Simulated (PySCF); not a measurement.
# Orbital picture of BeGe

M06-L at R = 2.178 Å; Be 6-31G(d,p), Ge 6-31G(d,p); no relativity (PySCF 2.14). State: ³Σ⁻ (triplet), unpaired electrons π ↑↑. Only the outer orbitals are listed, counted within each symmetry.

```json
{"spin": "α", "orbital": "8σ", "occ.": "1", "ε (eV)": "-12.30", "on Be (%)": "13", "main shells (%)": "85 Ge s, 9 Be s"}
{"spin": "α", "orbital": "9σ", "occ.": "1", "ε (eV)": "-6.39", "on Be (%)": "46", "main shells (%)": "44 Be s, 42 Ge p, 11 Ge s"}
{"spin": "α", "orbital": "4π", "occ.": "1", "ε (eV)": "-4.55", "on Be (%)": "25", "main shells (%)": "74 Ge p, 24 Be p"}
{"spin": "α", "orbital": "4π", "occ.": "1", "ε (eV)": "-4.55", "on Be (%)": "25", "main shells (%)": "74 Ge p, 24 Be p"}
{"spin": "α", "orbital": "10σ", "occ.": "0", "ε (eV)": "-2.97", "on Be (%)": "76", "main shells (%)": "43 Be p, 33 Be s, 20 Ge p"}
{"spin": "α", "orbital": "5π", "occ.": "0", "ε (eV)": "-1.04", "on Be (%)": "74", "main shells (%)": "74 Be p, 25 Ge p"}
{"spin": "α", "orbital": "5π", "occ.": "0", "ε (eV)": "-1.04", "on Be (%)": "74", "main shells (%)": "74 Be p, 25 Ge p"}
{"spin": "β", "orbital": "8σ", "occ.": "1", "ε (eV)": "-10.78", "on Be (%)": "11", "main shells (%)": "87 Ge s, 9 Be s"}
{"spin": "β", "orbital": "9σ", "occ.": "1", "ε (eV)": "-5.74", "on Be (%)": "62", "main shells (%)": "58 Be s, 29 Ge p, 8 Ge s"}
{"spin": "β", "orbital": "10σ", "occ.": "0", "ε (eV)": "-3.34", "on Be (%)": "60", "main shells (%)": "50 Be p, 35 Ge p, 9 Be s"}
{"spin": "β", "orbital": "4π", "occ.": "0", "ε (eV)": "-3.27", "on Be (%)": "33", "main shells (%)": "67 Ge p, 33 Be p"}
{"spin": "β", "orbital": "4π", "occ.": "0", "ε (eV)": "-3.27", "on Be (%)": "33", "main shells (%)": "67 Ge p, 33 Be p"}
```

Which are the highest filled and the lowest empty level, where do they sit, and how wide is the gap?

Highest filled α 4π at -4.55 eV (in %: 74 Ge p, 24 Be p); lowest empty β 10σ at -3.34 eV (in %: 50 Be p, 35 Ge p, 9 Be s); the gap at M06-L is 1.21 eV.

The bond order (Mayer) is 1.77, the ⟨S²⟩ is 2.097 and the charge on Be (Mulliken, basis-dependent) is 0.17. The charge on Be (Löwdin, basis-dependent) is 0.05 and the dipole moment (positive dipole means Be(−)Ge(+)) is -1.54 D.

Spin–orbit coupling is left out. The state was picked by a PBE0 search and need not be the measured ground state.
